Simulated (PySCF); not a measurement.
**`C=C[PH+](C=C)CCC(F)(F)F`: 4 charge schemes on one density**

Species: C7H11F3P (charge +1).
Geometry (GFN2-xTB, Å), atoms numbered from 1 in this order:
```
atom  x, y, z in Å
C1     0.2385   -2.9125   -0.0144
C2     0.7062   -1.6778   -0.1469
P3    -0.3843   -0.2537   -0.2306
C4    -2.0589   -0.7130    0.2083
C5    -3.0768   -0.5611   -0.6285
C6     0.1124    1.0601    0.9492
C7     1.5329    1.6035    0.7876
C8     1.8118    1.9014   -0.6744
F9     0.8101    2.5837   -1.2441
F10    2.9383    2.5504   -0.8845
F11    1.8751    0.7293   -1.3650
H12   -0.8154   -3.1326    0.0565
H13    0.9072   -3.7572    0.0265
H14    1.7651   -1.4743   -0.2380
H15   -0.4595    0.2555   -1.5070
H16   -2.1887   -1.1197    1.2043
H17   -2.9523   -0.1571   -1.6216
H18   -4.0806   -0.8365   -0.3482
H19   -0.6176    1.8691    0.8276
H20   -0.0128    0.6429    1.9547
H21    1.6515    2.5273    1.3580
H22    2.2871    0.8916    1.1290
```

Density: PBE0/pcSseg-1 (PySCF); schemes: Mulliken, IAO, Hirshfeld and ESP-fitted. Geometry: GFN2-xTB, one conformer, isolated ion.

Question: Give the atomic charges in each scheme.

Answer: In e:

| atom | environment | Mulliken | IAO | Hirshfeld | ESP-fitted |
| --- | --- | --- | --- | --- | --- |
| C1 | terminal =CH2 carbon | -0.046 | -0.210 | -0.011 | -0.257 |
| C2 | alkene CH carbon | -0.437 | -0.394 | -0.082 | -0.246 |
| P3 | phosphonium phosphorus | +0.651 | +1.065 | +0.436 | +0.557 |
| C4 | alkene CH carbon | -0.461 | -0.399 | -0.075 | -0.395 |
| C5 | terminal =CH2 carbon | -0.049 | -0.210 | -0.007 | -0.157 |
| C6 | sp3 carbon bound to phosphorus | -0.443 | -0.463 | -0.084 | -0.247 |
| C7 | chain CH2 carbon | -0.249 | -0.309 | -0.076 | -0.282 |
| C8 | CF3 carbon | +0.762 | +0.805 | +0.270 | +0.615 |
| F9 | fluorine of a CF3 group | -0.261 | -0.280 | -0.071 | -0.189 |
| F10 | fluorine of a CF3 group | -0.217 | -0.240 | -0.054 | -0.162 |
| F11 | fluorine of a CF3 group | -0.291 | -0.306 | -0.062 | -0.221 |
| H12 | vinylic hydrogen | +0.165 | +0.176 | +0.069 | +0.207 |
| H13 | vinylic hydrogen | +0.181 | +0.201 | +0.092 | +0.217 |
| H14 | vinylic hydrogen | +0.188 | +0.195 | +0.066 | +0.204 |
| H15 | P–H hydrogen | +0.167 | +0.035 | +0.042 | +0.107 |
| H16 | vinylic hydrogen | +0.188 | +0.188 | +0.075 | +0.231 |
| H17 | vinylic hydrogen | +0.162 | +0.177 | +0.079 | +0.176 |
| H18 | vinylic hydrogen | +0.181 | +0.200 | +0.093 | +0.202 |
| H19 | methylene hydrogen | +0.215 | +0.194 | +0.070 | +0.150 |
| H20 | methylene hydrogen | +0.210 | +0.193 | +0.079 | +0.173 |
| H21 | methylene hydrogen | +0.200 | +0.200 | +0.082 | +0.176 |
| H22 | methylene hydrogen | +0.182 | +0.182 | +0.068 | +0.140 |

Mean size of the charges over all atoms: IAO 0.301 e, Mulliken 0.269 e, ESP-fitted 0.241 e, Hirshfeld 0.093 e. Each set sums to the total charge, 1, to within 0.001 e. The Mulliken scheme gives each basis function's population to the atom it is centred on and halves the overlap population of two atoms between them. The Hirshfeld scheme weights the molecular density at each point by an atom's share of the summed free-atom densities.

Lowest charge. The schemes don't all agree: Mulliken C4 (-0.461); IAO C6 (-0.463); Hirshfeld C6 (-0.084); ESP-fitted C4 (-0.395).

Highest charge. The schemes don't all agree: Mulliken C8 (+0.762); IAO P3 (+1.065); Hirshfeld P3 (+0.436); ESP-fitted C8 (+0.615).

Question: How closely do the schemes follow one another over all atoms?

Answer: Correlation coefficient and root-mean-square difference: IAO with Hirshfeld 0.98, 0.255 e; Mulliken with IAO 0.96, 0.108 e; IAO with ESP-fitted 0.96, 0.135 e; Mulliken with ESP-fitted 0.96, 0.095 e; Mulliken with Hirshfeld 0.92, 0.211 e; Hirshfeld with ESP-fitted 0.91, 0.165 e.

Question: How many electrons does the ESP-fitted scheme count on C4?

Answer: Z − q = 6 − (-0.395) = 6.395.
